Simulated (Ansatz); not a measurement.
C3H4BClO (SMILES C#CB(Cl)OC), singlet, geometry from GFN2-xTB, atoms displaced at random by about 0.03 Å a coordinate; R2SCAN/6-31G, gradient (Ansatz, an electronic-structure program).

Ansatz was given this input:
Ansatz 0.2 input:
```yaml
crystal:
  periodic: [false, false, false]
  atoms:
    - {symbol: B, position_ang: [0.10731617, 0.08667913, -0.06127701]}
    - {symbol: C, position_ang: [0.91321342, 1.43727351, -0.29068221]}
    - {symbol: C, position_ang: [1.49426594, 2.43890215, -0.43651158]}
    - {symbol: H, position_ang: [2.09212149, 3.33074698, -0.52289545]}
    - {symbol: Cl, position_ang: [-0.31317132, -0.24739529, 1.46969444]}
    - {symbol: O, position_ang: [-0.14830386, -0.63649878, -1.13760842]}
    - {symbol: C, position_ang: [-0.93534677, -1.83016876, -1.13531802]}
    - {symbol: H, position_ang: [-1.81622775, -1.69932826, -1.75359746]}
    - {symbol: H, position_ang: [-0.27517283, -2.54562859, -1.58952229]}
    - {symbol: H, position_ang: [-1.25243811, -2.15408744, -0.13926703]}
basis:
  gaussian:
    orbitals: 6-31G
hamiltonian:
  xc: r2scan
output: {forces: true}
```

Problem. Predict the main parts of the log of this Ansatz run.

Solution. 
```
Functional definition: r2SCAN
850 factors; integrals over basis functions are off by at most 1.9e-4 eV
mean field evaluation 1: about -18408.7934 eV, gradient 5.0e1 eV
mean field evaluation 2: about -18400.6492 eV, gradient 8.2e1 eV
mean field evaluation 4: about -18414.9591 eV, gradient 3.1e0 eV
mean field evaluation 8: about -18414.9709 eV, gradient 1.9e-1 eV
mean field evaluation 16: about -18414.9709 eV, gradient 1.5e-5 eV
mean field -18414.97094457 eV, -676.7377000972 hartree, gradient 1.5e-5 eV, S^2 0.000000; 0 other end points of the search recorded, 0 dependent functions left out
the calculation of the forces begins
reference -18414.97095190 eV, -676.7377003668 hartree; 26, 26 occupied and 40, 40 virtual orbitals, 850 factors
Total energy: -18414.97095190 eV, -676.7377003668 hartree
Atom 0 at     0.107316     0.086679    -0.061277 Å, force     3.139783     4.483201    -4.077535 eV/Å
Atom 1 at     0.913213     1.437274    -0.290682 Å, force    -4.046916    -6.986319     0.707192 eV/Å
Atom 2 at     1.494266     2.438902    -0.436512 Å, force     3.792736     6.070217    -0.728690 eV/Å
Atom 3 at     2.092121     3.330747    -0.522895 Å, force    -0.367400    -0.336557    -0.038651 eV/Å
Atom 4 at    -0.313171    -0.247395     1.469694 Å, force    -1.797807    -1.601347     5.785329 eV/Å
Atom 5 at    -0.148304    -0.636499    -1.137608 Å, force    -0.543836    -0.242320    -1.111087 eV/Å
Atom 6 at    -0.935347    -1.830169    -1.135318 Å, force    -0.205590    -0.816397    -0.160621 eV/Å
Atom 7 at    -1.816228    -1.699328    -1.753597 Å, force    -0.164031     0.229138    -0.241165 eV/Å
Atom 8 at    -0.275173    -2.545629    -1.589522 Å, force     0.022057    -0.870203    -0.193797 eV/Å
Atom 9 at    -1.252438    -2.154087    -0.139267 Å, force     0.171005     0.070587     0.059026 eV/Å
Dipole moment:    -0.172248    -0.307831    -0.116859 e Å
```
